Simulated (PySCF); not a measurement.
## Deuteron quadrupole couplings in `C=C([SiH3])[Si@H]([SiH3])C#CCC`

Compound: C6H14Si3.
Cartesian coordinates in Å at the GFN2-xTB level; atoms count from 1:
```
atom  x, y, z in Å
C1     1.3023   -1.2404    1.0691
C2     1.8828   -0.4284    0.1908
Si3    3.7606   -0.2429    0.1342
Si4    0.8400    0.6114   -1.0128
Si5    1.1416    2.8734   -0.6383
C6    -0.9224    0.0882   -0.8039
C7    -2.0648   -0.2640   -0.6457
C8    -3.4295   -0.7068   -0.4335
C9    -3.5778   -1.4031    0.9205
H10    1.8682   -1.8362    1.7722
H11    0.2288   -1.3536    1.1246
H12    4.2293   -0.4631   -1.2379
H13    4.3968   -1.2119    1.0292
H14    4.1113    1.1200    0.5510
H15    1.2117    0.1863   -2.3798
H16    0.0329    3.6820   -1.1536
H17    1.2783    3.2116    0.7823
H18    2.3523    3.3664   -1.3040
H19   -3.7069   -1.3950   -1.2384
H20   -4.0977    0.1589   -0.4817
H21   -3.3185   -0.7216    1.7281
H22   -4.6039   -1.7361    1.0611
H23   -2.9200   -2.2679    0.9766
```

Level: PBE0/pcSseg-1 (PySCF, non-relativistic); Q(2H) = 0.00286 b; rigid geometry, the same for H and D, with no vibrational averaging.

Question: Rank these positions by the coupling χzz of a deuteron there, largest first.
A. H16 (Si–H hydrogen)
B. H15 (Si–H hydrogen)
C. H11 (vinylic hydrogen)
D. H23 (methyl hydrogen)
E. H19 (methylene hydrogen)

Answer: C (217 kHz), D (210 kHz), E (200 kHz), A (110 kHz), B (103 kHz).

What are Vzz, η and χzz (234.96 MHz × Q × Vzz) at all hydrogens?

| atom | bonded to | bond length (Å) | Vzz (au) | η | χzz (kHz) |
| --- | --- | --- | --- | --- | --- |
| H10 | C1 | 1.081 | 0.3256 | 0.04 | 219 |
| H11 | C1 | 1.081 | 0.3226 | 0.03 | 217 |
| H12 | Si3 | 1.467 | 0.1604 | 0.02 | 108 |
| H13 | Si3 | 1.464 | 0.1621 | 0.02 | 109 |
| H14 | Si3 | 1.468 | 0.1597 | 0.03 | 107 |
| H15 | Si4 | 1.479 | 0.1526 | 0.02 | 103 |
| H16 | Si5 | 1.466 | 0.1636 | 0.01 | 110 |
| H17 | Si5 | 1.467 | 0.1628 | 0.00 | 109 |
| H18 | Si5 | 1.467 | 0.1624 | 0.00 | 109 |
| H19 | C8 | 1.095 | 0.2969 | 0.02 | 200 |
| H20 | C8 | 1.095 | 0.2972 | 0.02 | 200 |
| H21 | C9 | 1.088 | 0.3115 | 0.03 | 209 |
| H22 | C9 | 1.088 | 0.3138 | 0.03 | 211 |
| H23 | C9 | 1.088 | 0.3119 | 0.03 | 210 |

Average by the element that carries the hydrogen.

on C: 209 kHz over 7 positions, mean bond length 1.088 Å; on Si: 108 kHz over 7 positions, mean bond length 1.468 Å.

A static deuteron (I = 1) shows a doublet split by (3/2)χ, (3/4)χ(1 + η) and (3/4)χ(1 − η) with the field along z, y and x of the gradient. What are these for H22?

With |χ| = 210.9 kHz and η = 0.028: 316, 163 and 154 kHz, to first order and without motion.

One conformer (not necessarily the lowest) at the GFN2-xTB geometry, without solvent, vibrations or thermal averaging. GFN2-xTB bond lengths can be off by several hundredths of an ångström, more for odd bonds, and the gradients follow them. A larger basis could move these couplings by a tenth or more.
